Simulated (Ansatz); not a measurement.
Single points on K16⁻.

```yaml
crystal:
  periodic: [false, false, false]
  atoms:
    - {symbol: K, position_ang: [4.177462, -3.520775, -2.006457]}
    - {symbol: K, position_ang: [2.352140, 0.128172, -4.239277]}
    - {symbol: K, position_ang: [0.525124, -1.498867, 4.794951]}
    - {symbol: K, position_ang: [0.699859, -1.391214, 0.034852]}
    - {symbol: K, position_ang: [-4.130259, -3.571348, -2.085096]}
    - {symbol: K, position_ang: [2.782215, 2.099260, 3.122397]}
    - {symbol: K, position_ang: [-3.175528, -2.781404, 2.235438]}
    - {symbol: K, position_ang: [-3.550414, 4.391436, -0.608856]}
    - {symbol: K, position_ang: [1.035206, 3.185153, -1.041021]}
    - {symbol: K, position_ang: [-5.729967, 0.272420, -0.057591]}
    - {symbol: K, position_ang: [-0.078205, -3.668109, -4.015155]}
    - {symbol: K, position_ang: [-2.196097, 0.493982, -2.892231]}
    - {symbol: K, position_ang: [-1.964080, 1.544373, 2.402350]}
    - {symbol: K, position_ang: [4.442314, -2.271617, 2.525116]}
    - {symbol: K, position_ang: [-0.226783, 5.741388, 2.542531]}
    - {symbol: K, position_ang: [5.037022, 0.847140, -0.711952]}
basis:
  gaussian: {orbitals: def2-TZVP, fitting: {mean_field: def2-universal-jkfit}, initial_orbitals: start.molden}
total_charge: -1
magnetization: {spin_polarized: true, initial_magnetization: 1}
hamiltonian: {xc: pbe}
scf: {omitted_lower_state_checks: [starts]}
output: {forces: true, orbitals: {seedname: orbitals}}
```

The file start.molden holds the orbitals of an earlier run on this structure, at another level or in another basis.

```sh
$ ansatz run in.yaml --threads 2 --pin off --events-out ev --progress --plain --max-ram 32768MiB --backend cuda --devices 0, --max-vram 18GiB
```

It prints (some lines left out):

```
Functional definition: PBE
2560 factors; integrals over basis functions are off by at most 4.7e-2 eV
mean field evaluation 1: about -261105.4118 eV, gradient 1.1e1 eV
mean field evaluation 2: about -261105.5726 eV, gradient 3.1e-1 eV
mean field evaluation 4: about -261105.5855 eV, gradient 6.8e-2 eV
mean field evaluation 8: about -261105.5875 eV, gradient 8.2e-3 eV
mean field evaluation 16: about -261105.5875 eV, gradient 2.6e-5 eV
mean field -261105.58747744 eV, -9595.4533560721 hartree, gradient 5.0e-6 eV, S^2 0.856312; 0 other end points of the search recorded, 0 dependent functions left out
reference -261105.58754498 eV, -9595.4533585543 hartree; 153, 152 occupied and 375, 376 virtual orbitals, 2560 factors
Total energy: -261105.58754498 eV, -9595.4533585543 hartree
Atom 0 at     4.177462    -3.520775    -2.006457 Å, force    -0.015256     0.035533    -0.001187 eV/Å
Atom 1 at     2.352140     0.128172    -4.239277 Å, force     0.002740    -0.021399     0.027113 eV/Å
Atom 2 at     0.525124    -1.498867     4.794951 Å, force     0.015509     0.031661    -0.033135 eV/Å
Atom 3 at     0.699859    -1.391214     0.034852 Å, force     0.008821    -0.003830    -0.005261 eV/Å
Atom 4 at    -4.130259    -3.571348    -2.085096 Å, force     0.010645     0.036973     0.001010 eV/Å
Atom 5 at     2.782215     2.099260     3.122397 Å, force     0.000326    -0.014768    -0.020459 eV/Å
Atom 6 at    -3.175528    -2.781404     2.235438 Å, force    -0.019959     0.050887    -0.019781 eV/Å
Atom 7 at    -3.550414     4.391436    -0.608856 Å, force    -0.003875    -0.050823     0.004560 eV/Å
Atom 8 at     1.035206     3.185153    -1.041021 Å, force     0.018173    -0.040071     0.022552 eV/Å
Atom 9 at    -5.729967     0.272420    -0.057591 Å, force     0.031840    -0.015441    -0.002856 eV/Å
Atom 10 at    -0.078205    -3.668109    -4.015155 Å, force    -0.001016     0.025724     0.032073 eV/Å
Atom 11 at    -2.196097     0.493982    -2.892231 Å, force    -0.011457    -0.003005    -0.007293 eV/Å
Atom 12 at    -1.964080     1.544373     2.402350 Å, force    -0.004508    -0.012450     0.002776 eV/Å
Atom 13 at     4.442314    -2.271617     2.525116 Å, force    -0.010558     0.029780    -0.004715 eV/Å
Atom 14 at    -0.226783     5.741388     2.542531 Å, force     0.004335    -0.038878     0.006592 eV/Å
Atom 15 at     5.037022     0.847140    -0.711952 Å, force    -0.025758    -0.009891    -0.001991 eV/Å
Dipole moment:    -0.001535     0.083382     0.077253 e Å
Checks for a lower state left out: starts
```

Run time 17 s (2 threads of AMD EPYC 7R13 on a shared host and a share (18 GiB) of an NVIDIA H100 80GB HBM3), peak host memory 1.4 GiB.

The first input with `gaussian: {orbitals: def2-SVP, initial_orbitals: start.molden}`, `correlation: {method: mp2}`, `output: {orbitals: {seedname: orbitals}}` and without the key `hamiltonian` (abridged; 24 s):

```
Functional definition: HF
mean field evaluation 16: about -260829.9646 eV, gradient 7.2e-1 eV
mean field evaluation 32: about -260830.0778 eV, gradient 5.2e-2 eV
mean field -260830.07881790 eV, -9585.3285995803 hartree, gradient 2.4e-6 eV, S^2 5.474104
80 core orbitals not correlated: weight in the atoms' cores, before any rotation towards them, 1.000 or more for the frozen orbitals, at most 0.000 for the correlated occupied ones
second order -25.39436322 eV of doubles, -0.00000000 eV of singles
Total energy: -260855.47318112 eV, -9586.2618252158 hartree
Checks for a lower state left out: starts
```

Geometry: r2SCAN/def2-SVP.

Correlated methods freeze 80 core orbitals; core or outer-core shells of K are correlated, in sets that lack core-valence functions. Single mean-field runs in def2-TZVP are fitted with def2-universal-jkfit. At MP2/def2-SVP the charge -1 doublet is spin-contaminated (final ⟨S²⟩ up to 5.47, 0.75 for a pure state). The structure comes from a short search, and lower isomers may exist.
